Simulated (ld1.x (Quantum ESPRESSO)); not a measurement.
**Ar (Z = 18), RRKJ: configuration errors across variants**

argon (Ar), norm-conserving RRKJ (Kleinman–Bylander form), made with ld1.x (Quantum ESPRESSO) 7.5 (PW91, scalar-relativistic). Core [Ne], reference 3s2 3p4 (charge +2). Waves: 3p (bound): rc 1.25 bohr; 3d channel at -0.15 Ry: rc 1.15 bohr; 3s (bound): rc 1.10 bohr. Local part: the s channel. Core correction: Bessel-smoothed model core inside 1.10 bohr.

All-electron excitation energies from the reference (eV): (1) 3s2 3p6 -44.848; (2) 3s2 3p5 -28.729; (3) 3s2 3p3 42.664; (4) 3s2 3p5.5 -38.272; (5) 3s2 3p2 100.393; (6) 3s1 3p6 -14.124.

1 further variants failed, have other tests or too few solved ones, and are left out.

Errors AE − PS in meV (a dash: test not solved or not reliable):

| change | (1) | (2) | (3) | (4) | (5) | (6) | bound ghosts |
| --- | --- | --- | --- | --- | --- | --- | --- |
| base | +33 | +13 | +17 | +23 | +102 | +13 | none |
| all radii but the core radius scaled by about 0.82 (s 0.90, p 1.02, d 0.94 bohr) | +41 | +16 | +19 | +28 | +106 | +17 | none |
| all radii but the core radius scaled by about 0.91 (s 1.00, p 1.14, d 1.04 bohr) | +35 | +14 | +17 | +24 | +99 | +14 | none |
| all radii but the core radius scaled by about 1.12 (s 1.24, p 1.40, d 1.28 bohr) | +33 | +14 | +18 | +24 | +108 | +13 | none |
| all radii but the core radius scaled by about 1.25 (s 1.38, p 1.56, d 1.44 bohr) | +39 | +15 | +21 | +27 | +121 | +15 | none |
| all radii but the core radius scaled by about 1.33 (s 1.46, p 1.66, d 1.52 bohr) | +48 | +18 | +25 | +33 | +136 | +18 | none |
| all radii but the core radius scaled by about 1.41 (s 1.54, p 1.76, d 1.62 bohr) | +57 | +21 | +28 | +39 | +150 | +21 | none |

**Question.** Give the same row for: all radii but the core radius scaled by about 0.74 (s 0.82, p 0.92, d 0.86 bohr).

**Answer.** +49, +18, +23, +34, +123, +24; bound ghosts: none.
